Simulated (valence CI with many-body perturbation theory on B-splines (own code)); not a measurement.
# Zr II: calculation against measured levels

Calculated by configuration interaction combined with many-body perturbation theory (CI+MBPT): three valence electrons over a frozen Dirac-Fock core [Kr], a basis of 7 s, 7 p, 8 d, 6 f, 4 g, 1 h functions for each j, with the one-electron correlation potential Σ1, the two-electron term Σ2, the three-electron term Σ3, Breit, model QED; selected CI, second order for the rest, scaled by the run's own slope (own B-spline code, finite nucleus).

Set against measurement, 29 paired levels are off by 246 cm⁻¹ on average, the worst by 602. These come from a selection out of the NIST Handbook of Basic Atomic Spectroscopic Data. Levels without a partner in it may be off by more, other configurations by 1,000 to 4,000 cm⁻¹.

Measured levels: NIST Handbook of Basic Atomic Spectroscopic Data (Sansonetti and Martin, J. Phys. Chem. Ref. Data 34, 1559 (2005)). Pairs share parity and J, and are chosen by configuration, term and nearness in energy; levels without a clear partner are left out. Energies in cm⁻¹ above the measured ground level.

Names give the largest LS component (configuration and term), which can be under half, so a name can repeat, a term be missing and a line seem to break the LS rules; names also repeat where a configuration has a term twice. Letters in brackets count levels of one name in rising energy.

| Computed label | Label in the source | Measured | Computed | Difference |
| --- | --- | --- | --- | --- |
| 4d2.5s 4F_3/2 | 4d2(a 3F) 5s a 4F | 0 | 0.0 | 0 |
| 4d2.5s 4F_5/2 | 4d2(a 3F) 5s a 4F | 314.7 | 312.5 | -2 |
| 4d2.5s 4F_7/2 | 4d2(a 3F) 5s a 4F | 763.4 | 758.5 | -5 |
| 4d2.5s 4F_9/2 | 4d2(a 3F) 5s a 4F | 1322.7 | 1317.4 | -5 |
| 4d3 4F_3/2 | 4d3 b 4F | 2572.4 | 2077.3 | -495 |
| 4d3 4F_5/2 | 4d3 b 4F | 2895.1 | 2388.4 | -507 |
| 4d3 4F_7/2 | 4d3 b 4F | 3299.7 | 2786.0 | -514 |
| 4d3 4F_9/2 | 4d3 b 4F | 3757.7 | 3245.6 | -512 |
| 4d2.5s 2D_3/2 | 4d2(a 1D) 5s a 2D | 4248.2 | 4429.4 | +181 |
| 4d2.5s 2D_5/2 | 4d2(a 1D) 5s a 2D | 4505.5 | 4700.5 | +195 |
| 4d3 2P_1/2 | 4d2(a 3P) 5s a 2P | 5724.1 | 5753.1 | +29 |
| 4d2.5s 2F_5/2 | 4d2(a 3F) 5s a 2F | 5752.9 | 5765.2 | +12 |
| 4d3 2P_3/2 | 4d2(a 3P) 5s a 2P | 6111.5 | 6146.5 | +35 |
| 4d2.5s 2F_7/2 | 4d2(a 3F) 5s a 2F | 6467.5 | 6462.6 | -5 |
| 4d2.5p 4G°_5/2 | 4d2(a 3F) 5p z 4G° | 27983.9 | 27740.4 | -244 |
| 4d2.5p 4G°_7/2 | 4d2(a 3F) 5p z 4G° | 28908.9 | 28630.0 | -279 |
| 4d2.5p 2D°_3/2 [a] | 4d2(a 3F) 5p z 4F° | 29777.6 | 29492.2 | -285 |
| 4d2.5p 4G°_9/2 | 4d2(a 3F) 5p z 4G° | 29839.8 | 29540.9 | -299 |
| 4d2.5p 4F°_5/2 | 4d2(a 3F) 5p z 4F° | 30551.5 | 30223.2 | -328 |
| 4d2.5p 2F°_7/2 [a] | 4d2(a 3F) 5p z 2F° | 30561.8 | 30344.9 | -217 |
| 4d2.5p 4G°_11/2 | 4d2(a 3F) 5p z 4G° | 30795.6 | 30486.6 | -309 |
| 4d2.5p 4F°_7/2 | 4d2(a 3F) 5p z 4F° | 31249.3 | 30902.1 | -347 |
| 4d2.5p 4F°_9/2 | 4d2(a 3F) 5p z 4F° | 31866.5 | 31511.3 | -355 |
| 4d2.5p 2G°_7/2 [a] | 4d2(a 3F) 5p z 2G° | 34485.3 | 34153.9 | -331 |
| 4d2.5p 2G°_9/2 [a] | 4d2(a 3F) 5p z 2G° | 35185.4 | 34865.6 | -320 |
| 4d2.5p 2F°_5/2 [b] | 4d 5s(a 3D) 5p y 4F° | 36868.9 | 36970.0 | +101 |
| 4d2.5p 2F°_7/2 [b] | 4d2(a 3P) 5p y 4D° | 38041.3 | 37439.3 | -602 |
| 4d.5s.5p 4F°_9/2 | 4d 5s(a 3D) 5p y 4F° | 38644.1 | 38923.2 | +279 |
| 4d2.5p 4D°_5/2 [b] | 4d 5s(a 3D) 5p x 4D° | 39640.2 | 39809.9 | +170 |
| 4d2.5p 4D°_7/2 [b] | 4d 5s(a 3D) 5p x 4D° | 40238.7 | 40401.6 | +163 |

Over 29 excited levels the mean absolute difference is 246 cm⁻¹, the median 279 and the largest 602. The comparison draws on a selection of the measured levels: 30 of the 238 computed ones have a partner in it, and others may be off by more.
